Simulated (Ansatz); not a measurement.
Nudged elastic band run: CH₈OSSi₂

Input:

```yaml
crystal:
  periodic: [false, false, false]
  atoms:
    - { symbol: C, position_ang: [-0.692139, 1.084245, 1.973877] }
    - { symbol: O, position_ang: [-0.558608, 0.090362, 0.990321] }
    - { symbol: Si, position_ang: [0.003004, 0.358175, -0.552647] }
    - { symbol: Si, position_ang: [-0.085968, -1.717107, -1.624717] }
    - { symbol: S, position_ang: [2.007606, 1.146151, -0.597231] }
    - { symbol: H, position_ang: [-1.440702, 1.844574, 1.685244] }
    - { symbol: H, position_ang: [0.265661, 1.599408, 2.166094] }
    - { symbol: H, position_ang: [-1.027021, 0.611979, 2.909392] }
    - { symbol: H, position_ang: [-0.78163, 1.440582, -1.226262] }
    - { symbol: H, position_ang: [0.284062, -1.549457, -3.062889] }
    - { symbol: H, position_ang: [0.905844, -2.629046, -0.974954] }
    - { symbol: H, position_ang: [-1.446524, -2.329399, -1.536261] }
    - { symbol: H, position_ang: [2.586614, 0.014833, -0.135167] }
basis:
  gaussian: { orbitals: def2-SVP }
hamiltonian:
  xc: pbe0
neb:
  order_check: false
  images: 5
  f_tol: 0.5
  max_iterations: 60
  final_atoms:
    - { symbol: C, position_ang: [-0.65482256, 1.19716847, 1.76677986] }
    - { symbol: O, position_ang: [-0.83502768, 0.35976504, 0.62711364] }
    - { symbol: Si, position_ang: [0.13508735, 0.87425542, -1.21804395] }
    - { symbol: Si, position_ang: [0.09746428, -1.46662838, -1.71283631] }
    - { symbol: S, position_ang: [2.14948288, 0.94308289, -0.37319525] }
    - { symbol: H, position_ang: [-1.11313061, 2.18724472, 1.61189999] }
    - { symbol: H, position_ang: [0.42891293, 1.31797698, 1.89127466] }
    - { symbol: H, position_ang: [-1.07969424, 0.71045643, 2.65673624] }
    - { symbol: H, position_ang: [-1.77695272, 0.23173186, 0.45015615] }
    - { symbol: H, position_ang: [0.60802404, -1.71874994, -3.10062764] }
    - { symbol: H, position_ang: [0.91964684, -2.29749309, -0.76644624] }
    - { symbol: H, position_ang: [-1.30467642, -2.01207233, -1.66769702] }
    - { symbol: H, position_ang: [2.44588491, -0.36143807, -0.15031414] }
  initial_path:
    images:
      - { positions_ang: [[-0.692139, 1.084245, 1.973877], [-0.558608, 0.090362, 0.990321], [0.003004, 0.358175, -0.552647], [-0.085968, -1.717107, -1.624717], [2.007606, 1.146151, -0.597231], [-1.440702, 1.844574, 1.685244], [0.265661, 1.599408, 2.166094], [-1.027021, 0.611979, 2.909392], [-0.78163, 1.440582, -1.226262], [0.284062, -1.549457, -3.062889], [0.905844, -2.629046, -0.974954], [-1.446524, -2.329399, -1.536261], [2.586614, 0.014833, -0.135167]] }
      - { positions_ang: [[-0.68020684, 1.12421879, 1.92156626], [-0.47602979, 0.10091044, 1.00494694], [0.0365086, 0.3589464, -0.55844211], [-0.06878782, -1.67292986, -1.67755477], [2.06563015, 1.09996475, -0.58542639], [-1.48991849, 1.81245719, 1.5816113], [0.2239395, 1.72554582, 2.07851832], [-0.99148001, 0.7140882, 2.87404364], [-0.86394951, 1.06315073, -0.81646173], [0.28076262, -1.49019485, -3.10264466], [0.85228199, -2.64404104, -1.05560251], [-1.46520915, -2.23879633, -1.60443438], [2.59665775, 0.01197978, -0.04531993]] }
      - { positions_ang: [[-0.66827468, 1.16419258, 1.86925552], [-0.39345158, 0.11145888, 1.01957289], [0.07001319, 0.35971779, -0.56423722], [-0.05160763, -1.62875273, -1.73039254], [2.12365431, 1.05377849, -0.57362178], [-1.53913498, 1.78034038, 1.47797861], [0.182218, 1.85168363, 1.99094264], [-0.95593901, 0.81619739, 2.83869527], [-0.94626902, 0.68571946, -0.40666145], [0.27746324, -1.43093271, -3.14240031], [0.79871997, -2.65903608, -1.13625102], [-1.48389431, -2.14819366, -1.67260775], [2.6067015, 0.00912656, 0.04452714]] }
      - { positions_ang: [[-0.65634252, 1.20416637, 1.81694478], [-0.31087338, 0.12200733, 1.03419883], [0.10351779, 0.36048919, -0.57003233], [-0.03442745, -1.58457559, -1.7832303], [2.18167846, 1.00759224, -0.56181717], [-1.58835147, 1.74822356, 1.37434591], [0.14049651, 1.97782145, 1.90336696], [-0.92039802, 0.91830659, 2.80334691], [-1.02858853, 0.3082882, 0.00313882], [0.27416386, -1.37167056, -3.18215597], [0.74515796, -2.67403112, -1.21689953], [-1.50257946, -2.05759098, -1.74078113], [2.61674525, 0.00627333, 0.13437422]] }
      - { positions_ang: [[-0.65583587, 1.20183374, 1.80022314], [-0.48559148, 0.2012599, 0.89850377], [0.11404098, 0.5317446, -0.7860362], [0.00953646, -1.54525985, -1.75976564], [2.1709466, 0.98608912, -0.49894319], [-1.42994452, 1.89456395, 1.4535306], [0.23663531, 1.75787329, 1.89933619], [-0.97349676, 0.8490232, 2.75447669], [-1.27804326, 0.28276942, 0.1521446], [0.38545059, -1.48736369, -3.15497986], [0.80332092, -2.54851844, -1.06674843], [-1.43661178, -2.0424181, -1.71641976], [2.55979181, -0.11629713, 0.0394781]] }
      - { positions_ang: [[-0.65532922, 1.1995011, 1.7835015], [-0.66030958, 0.28051247, 0.76280871], [0.12456417, 0.70300001, -1.00204008], [0.05350037, -1.50594411, -1.73630098], [2.16021474, 0.96458601, -0.43606922], [-1.27153756, 2.04090434, 1.53271529], [0.33277412, 1.53792513, 1.89530542], [-1.0265955, 0.77973982, 2.70560647], [-1.52749799, 0.25725064, 0.30115038], [0.49673731, -1.60305682, -3.12780375], [0.86148388, -2.42300576, -0.91659733], [-1.3706441, -2.02724522, -1.69205839], [2.50283836, -0.2388676, -0.05541802]] }
      - { positions_ang: [[-0.65482256, 1.19716847, 1.76677986], [-0.83502768, 0.35976504, 0.62711364], [0.13508735, 0.87425542, -1.21804395], [0.09746428, -1.46662838, -1.71283631], [2.14948288, 0.94308289, -0.37319525], [-1.11313061, 2.18724472, 1.61189999], [0.42891293, 1.31797698, 1.89127466], [-1.07969424, 0.71045643, 2.65673624], [-1.77695272, 0.23173186, 0.45015615], [0.60802404, -1.71874994, -3.10062764], [0.91964684, -2.29749309, -0.76644624], [-1.30467642, -2.01207233, -1.66769702], [2.44588491, -0.36143807, -0.15031414]] }
```

Launched with:

```bash
$ ansatz run input.yaml --threads 2 --pin off --max-ram 3072MiB --backend cpu --events-out ev --progress --plain --runs-dir out
```

Output, in part (warnings, iteration lines, the closing report on the highest movable image, with atoms numbered from 0):

```
NEB end point (image 0): max|allowed force component| = 1.532e-2 eV/Å (the criterion of neb.relax_end_points is 1.000e-1)
NEB end point (image 6): max|allowed force component| = 1.684e-2 eV/Å (the criterion of neb.relax_end_points is 1.000e-1)
NEB iter   1: max|band force component| = 1.856e1 eV/Å  barrier→ = 5.2176 eV  barrier← = 3.2598 eV  Δτ_max = 0.2000 Å  (186 SCF iters)
NEB iter   2: max|band force component| = 6.921e0 eV/Å  barrier→ = 3.7886 eV  barrier← = 1.8309 eV  Δτ_max = 0.1987 Å  (146 SCF iters)
NEB iter   3: max|band force component| = 2.750e0 eV/Å  barrier→ = 3.2658 eV  barrier← = 1.3081 eV  Δτ_max = 0.2000 Å  (144 SCF iters)
NEB iter   4: max|band force component| = 7.405e-1 eV/Å  barrier→ = 2.8791 eV  barrier← = 0.9214 eV  Δτ_max = 0.1985 Å  (142 SCF iters)
NEB iter   5: max|band force component| = 6.036e-1 eV/Å  barrier→ = 2.6071 eV  barrier← = 0.6494 eV  Δτ_max = 0.1987 Å  (138 SCF iters)
NEB iter   6: max|band force component| = 1.035e0 eV/Å  barrier→ = 2.4805 eV  barrier← = 0.5228 eV  CI = image 4  Δτ_max = 0.1988 Å  (138 SCF iters)
NEB iter   7: max|band force component| = 1.262e0 eV/Å  barrier→ = 2.8583 eV  barrier← = 0.9006 eV  CI = image 4  Δτ_max = 0.1960 Å  (141 SCF iters)
NEB iter   8: max|band force component| = 1.143e0 eV/Å  barrier→ = 2.9767 eV  barrier← = 1.0190 eV  CI = image 4  Δτ_max = 0.2000 Å  (140 SCF iters)
NEB iter   9: max|band force component| = 2.457e0 eV/Å  barrier→ = 3.3224 eV  barrier← = 1.3647 eV  CI = image 4  Δτ_max = 0.0993 Å  (140 SCF iters)
NEB iter  10: max|band force component| = 9.721e-1 eV/Å  barrier→ = 3.1488 eV  barrier← = 1.1911 eV  CI = image 4  Δτ_max = 0.1212 Å  (137 SCF iters)
NEB iter  11: max|band force component| = 8.117e-1 eV/Å  barrier→ = 3.0449 eV  barrier← = 1.0872 eV  CI = image 4  Δτ_max = 0.1464 Å  (134 SCF iters)
NEB iter  12: max|band force component| = 3.769e-1 eV/Å  barrier→ = 3.0254 eV  barrier← = 1.0677 eV  CI = image 4  Δτ_max = 0.0000 Å  (270 SCF iters)
Total energy: -29778.70164207 eV, -1094.3471006171 hartree
Atom 0 at    -0.608042     1.050221     1.894689 Å, force    -0.179818    -0.016088    -0.047022 eV/Å
Atom 1 at    -1.099384     0.409783     0.726221 Å, force     0.125381     0.034516     0.130742 eV/Å
Atom 2 at    -0.177531     0.541194    -0.942530 Å, force     0.140889    -0.006139    -0.311466 eV/Å
Atom 3 at     0.081575    -1.687812    -1.649983 Å, force    -0.067582     0.002605     0.029739 eV/Å
Atom 4 at     1.825074     1.244874    -0.553538 Å, force    -0.002524    -0.111617    -0.012856 eV/Å
Atom 5 at    -0.597439     2.146885     1.764733 Å, force     0.035530    -0.003889     0.048257 eV/Å
Atom 6 at     0.419331     0.728085     2.126984 Å, force    -0.037174    -0.046511    -0.042520 eV/Å
Atom 7 at    -1.277200     0.792053     2.729492 Å, force     0.028877     0.039737    -0.002441 eV/Å
Atom 8 at    -1.443715     1.205287    -0.198618 Å, force    -0.145643     0.040279     0.182817 eV/Å
Atom 9 at     0.623024    -1.661106    -3.041721 Å, force     0.018758    -0.012750    -0.049799 eV/Å
Atom 10 at     1.059627    -2.410157    -0.777283 Å, force     0.039927    -0.037237     0.041777 eV/Å
Atom 11 at    -1.216756    -2.433377    -1.649865 Å, force     0.034790     0.040054     0.008704 eV/Å
Atom 12 at     2.431635     0.039372    -0.413782 Å, force     0.008590     0.077039     0.024066 eV/Å
Dipole moment:    -0.000300    -0.071869     0.357333 e Å
```

The run converged. The threshold of 0.5 eV/Å is loose, so the images may lie well off the minimum-energy path. Neighbouring images differ by up to 2.0 eV, so the band resolves the path poorly. The order of the stationary point at the top wasn't checked. The orbitals stay closed-shell, which can raise the energy where a bond breaks towards radicals; this wasn't checked here.

Final band (atoms are numbered from 1 in the order of the input):

```tsv
image	path coordinate (Å)	energy (kJ/mol)	Si3–H9 (Å)	O2–H9 (Å)
0	0.00	0.0	1.50	2.61
1	0.69	1.1	1.50	2.60
2	1.39	7.1	1.49	2.55
3	2.08	101.7	1.49	2.01
4	2.78	291.9	1.61	1.27
5	3.91	191.2	2.55	0.97
6	5.05	188.9	2.62	0.97
```

Time of the run: 2.5 min on 2 threads of Intel(R) Xeon(R) 6975P-C (Granite Rapids), on a shared host, peak memory 0.32 GiB.
